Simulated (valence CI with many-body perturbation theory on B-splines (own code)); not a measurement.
**Ce53+: electric-dipole lines**

Computed by configuration interaction combined with many-body perturbation theory (CI+MBPT): three valence electrons over a frozen Dirac-Fock core [He], radial functions for each j: 11 s, 11 p, 10 d, 8 f, 5 g, 2 h, with the one-electron correlation potential Σ1 (screened to all orders), the two-electron term Σ2, the three-electron term Σ3, Breit, model QED; selected single and double excitations, second order for the rest, scaled by the run's own slope (own B-spline code, finite nucleus).

The last digits are not significant, and no measured levels were compared; by estimate large intervals hold to a few tenths of a per cent, small ones and those within an open d or f shell to about a per cent.

Lines 51 to 100 of 555 in falling wavelength, among levels below 71080 × 10³ cm⁻¹, chosen from the strongest by gf and those to the six lowest levels. Wavelengths and rates use the calculated energies. Electric multipoles are in the length gauge, E1 and E2 with the static RPA response of the core. Weak lines are less certain than strong ones. Lines between different terms over intervals too small for the method are left out, as are lines whose strength nearly cancels. The highest levels of a list are the least certain.

Levels are named by their leading jj configuration (3d3/2^4 stands for four electrons in 3d with j = 3/2), which in mixed levels can hold well under half, so a name can repeat and another be missing. Letters in brackets count levels of one name in rising energy.

| λ vac (nm) | Upper | Lower | A (s⁻¹) | S (a.u.) with core polarisation | S without |
| --- | --- | --- | --- | --- | --- |
| 13.80 | (2p1/2 2p3/2 3d5/2) J=5/2 [a] | (2p1/2 2p3/2 3p3/2) J=3/2 [a] | 7.42e+09 | 5.77e-02 | 5.77e-02 |
| 13.63 | (2s 2p1/2 3d5/2) J=5/2 [b] | (2s 2p1/2 3p3/2) J=3/2 [b] | 9.06e+09 | 6.79e-02 | 6.79e-02 |
| 12.11 | (2s 2p3/2 3d5/2) J=7/2 [a] | (2p1/2 2p3/2 3s) J=5/2 | 5.49e+09 | 3.85e-02 | 3.85e-02 |
| 10.67 | (2p3/2^2 3d5/2) J=5/2 [a] | (2p3/2^2 3p3/2) J=5/2 | 7.98e+09 | 2.87e-02 | 2.87e-02 |
| 9.074 | (2p1/2 2p3/2 3p3/2) J=7/2 | (2s 2p3/2 3p3/2) J=5/2 [b] | 1.70e+10 | 5.02e-02 | 5.02e-02 |
| 8.586 | (2p1/2 2p3/2 3p3/2) J=5/2 [b] | (2s 2p3/2 3p3/2) J=3/2 | 1.17e+10 | 2.20e-02 | 2.20e-02 |
| 8.583 | (2s 2p1/2 3p3/2) J=5/2 | (2s^2 3p3/2) J=3/2 | 1.38e+10 | 2.58e-02 | 2.58e-02 |
| 7.697 | (2s 2p1/2 2p3/2) J=5/2 | (2s^2 2p3/2) J=3/2 | 4.90e+09 | 6.61e-03 | 6.62e-03 |
| 7.288 | (2p1/2 2p3/2 3p3/2) J=3/2 [a] | (2s 2p3/2 3p3/2) J=1/2 [a] | 2.63e+10 | 2.01e-02 | 2.01e-02 |
| 7.255 | (2p1/2 2p3/2 3d3/2) J=5/2 [b] | (2p1/2 2p3/2 3p1/2) J=3/2 [b] | 2.92e+10 | 3.30e-02 | 3.30e-02 |
| 7.217 | (2p1/2^2 3d3/2) J=3/2 | (2s 2p1/2 3d3/2) J=1/2 | 4.66e+10 | 3.46e-02 | 3.46e-02 |
| 7.072 | (2s 2p1/2 3d3/2) J=3/2 [b] | (2s 2p1/2 3p1/2) J=1/2 [b] | 3.39e+10 | 2.37e-02 | 2.37e-02 |
| 7.063 | (2p1/2 2p3/2 3d3/2) J=5/2 [a] | (2s 2p3/2 3d3/2) J=3/2 [a] | 3.06e+10 | 3.20e-02 | 3.20e-02 |
| 7.044 | (2p1/2 2p3/2 3d3/2) J=3/2 [b] | (2p1/2 2p3/2 3p1/2) J=3/2 [b] | 4.30e+10 | 2.97e-02 | 2.97e-02 |
| 6.986 | (2p1/2 2p3/2 3p3/2) J=3/2 [a] | (2p1/2 2p3/2 3s) J=3/2 [c] | 4.86e+10 | 3.27e-02 | 3.27e-02 |
| 6.936 | (2p1/2^2 3p3/2) J=3/2 | (2s 2p1/2 3p3/2) J=1/2 | 8.64e+10 | 5.69e-02 | 5.70e-02 |
| 6.861 | (2p1/2 2p3/2 3p3/2) J=7/2 | (2s 2p3/2 3p3/2) J=5/2 [a] | 5.05e+10 | 6.44e-02 | 6.44e-02 |
| 6.851 | (2s 2p3/2 3d3/2) J=5/2 [a] | (2s 2p3/2 3p1/2) J=3/2 [a] | 2.43e+10 | 2.32e-02 | 2.32e-02 |
| 6.831 | (2p3/2^2 3d3/2) J=3/2 [b] | (2p3/2^2 3p1/2) J=1/2 | 4.36e+10 | 2.74e-02 | 2.74e-02 |
| 6.821 | (2p3/2^2 3p3/2) J=5/2 | (2p3/2^2 3s) J=3/2 | 5.16e+10 | 4.85e-02 | 4.85e-02 |
| 6.799 | (2s 2p1/2^2) J=1/2 | (2s^2 2p1/2) J=1/2 | 1.20e+10 | 3.71e-03 | 3.72e-03 |
| 6.757 | (2p3/2^2 3p3/2) J=1/2 | (2p3/2^2 3s) J=3/2 | 1.05e+11 | 3.21e-02 | 3.21e-02 |
| 6.713 | (2p3/2^2 3d3/2) J=5/2 | (2p3/2^2 3p1/2) J=5/2 | 3.89e+10 | 3.49e-02 | 3.49e-02 |
| 6.681 | (2p1/2 2p3/2 3p3/2) J=5/2 [a] | (2p1/2 2p3/2 3s) J=3/2 [b] | 5.68e+10 | 5.02e-02 | 5.02e-02 |
| 6.670 | (2p3/2^2 3d3/2) J=3/2 [a] | (2p3/2^2 3p1/2) J=3/2 | 6.06e+10 | 3.55e-02 | 3.55e-02 |
| 6.659 | (2p1/2 2p3/2 3d3/2) J=7/2 | (2p1/2 2p3/2 3p1/2) J=5/2 | 6.11e+10 | 7.13e-02 | 7.13e-02 |
| 6.640 | (2p3/2^2 3d3/2) J=7/2 | (2p3/2^2 3p1/2) J=5/2 | 7.90e+10 | 9.12e-02 | 9.13e-02 |
| 6.621 | (2p3/2^2 3d3/2) J=5/2 | (2p3/2^2 3p1/2) J=3/2 | 3.59e+10 | 3.08e-02 | 3.08e-02 |
| 6.605 | (2s 2p3/2 3d3/2) J=7/2 | (2s 2p3/2 3p1/2) J=5/2 | 6.77e+10 | 7.70e-02 | 7.70e-02 |
| 6.544 | (2s 2p1/2 3d3/2) J=3/2 [a] | (2s 2p1/2 3p1/2) J=1/2 [a] | 7.36e+10 | 4.07e-02 | 4.08e-02 |
| 6.542 | (2s 2p1/2 3d3/2) J=1/2 | (2s 2p1/2 3p1/2) J=1/2 [b] | 7.11e+10 | 1.96e-02 | 1.97e-02 |
| 6.534 | (2s 2p3/2 3d3/2) J=5/2 [b] | (2s 2p3/2 3p1/2) J=3/2 [b] | 8.38e+10 | 6.92e-02 | 6.93e-02 |
| 6.515 | (2p3/2^2 3d3/2) J=1/2 | (2p3/2^2 3p1/2) J=3/2 | 7.84e+10 | 2.14e-02 | 2.14e-02 |
| 6.505 | (2p3/2^2 3p3/2) J=5/2 | (2p3/2^2 3s) J=5/2 | 6.30e+10 | 5.14e-02 | 5.14e-02 |
| 6.501 | (2p3/2^2 3p3/2) J=7/2 | (2p3/2^2 3s) J=5/2 | 1.27e+11 | 1.38e-01 | 1.38e-01 |
| 6.488 | (2s 2p1/2 3d3/2) J=5/2 | (2s 2p1/2 3p1/2) J=3/2 | 6.86e+10 | 5.55e-02 | 5.55e-02 |
| 6.477 | (2s 2p1/2 3p3/2) J=3/2 [b] | (2s 2p1/2 3s) J=1/2 [b] | 6.64e+10 | 3.56e-02 | 3.56e-02 |
| 6.451 | (2s^2 3d3/2) J=3/2 | (2s^2 3p1/2) J=1/2 | 8.07e+10 | 4.28e-02 | 4.28e-02 |
| 6.419 | (2p1/2^2 4f5/2) J=5/2 | (2s 2p1/2 4f5/2) J=7/2 | 2.07e+10 | 1.62e-02 | 1.62e-02 |
| 6.407 | (2p1/2^2 4f7/2) J=7/2 | (2s 2p1/2 4f7/2) J=9/2 | 2.00e+10 | 2.07e-02 | 2.08e-02 |
| 6.387 | (2p1/2^2 2p3/2) J=3/2 | (2s 2p1/2 2p3/2) J=1/2 | 9.35e+09 | 4.81e-03 | 4.82e-03 |
| 6.350 | (2p1/2 2p3/2 3p3/2) J=3/2 [b] | (2p1/2 2p3/2 3s) J=3/2 [c] | 4.47e+10 | 2.26e-02 | 2.26e-02 |
| 6.345 | (2p1/2 2p3/2 3d3/2) J=5/2 [a] | (2p1/2 2p3/2 3p1/2) J=3/2 [a] | 3.06e+10 | 2.32e-02 | 2.32e-02 |
| 6.314 | (2s 2p3/2 3d3/2) J=3/2 [b] | (2s 2p3/2 3p1/2) J=1/2 | 3.90e+10 | 1.94e-02 | 1.94e-02 |
| 6.312 | (2p1/2^2 4d5/2) J=5/2 | (2s 2p1/2 4d5/2) J=7/2 | 2.49e+10 | 1.85e-02 | 1.86e-02 |
| 6.304 | (2s 2p3/2 3d3/2) J=3/2 [a] | (2s 2p3/2 3p1/2) J=3/2 [a] | 6.17e+10 | 3.05e-02 | 3.05e-02 |
| 6.294 | (2s 2p3/2 3p3/2) J=5/2 [b] | (2s 2p3/2 3s) J=3/2 [b] | 1.35e+11 | 9.96e-02 | 9.97e-02 |
| 6.286 | (2s 2p3/2 3d3/2) J=1/2 [a] | (2s 2p3/2 3p1/2) J=3/2 [a] | 1.05e+11 | 2.57e-02 | 2.57e-02 |
| 6.286 | (2p1/2 2p3/2 3p1/2) J=5/2 | (2s 2p3/2 3p1/2) J=5/2 | 3.79e+10 | 2.79e-02 | 2.79e-02 |
| 6.256 | (2s 2p3/2 3p3/2) J=7/2 | (2s 2p3/2 3s) J=5/2 | 1.35e+11 | 1.31e-01 | 1.31e-01 |
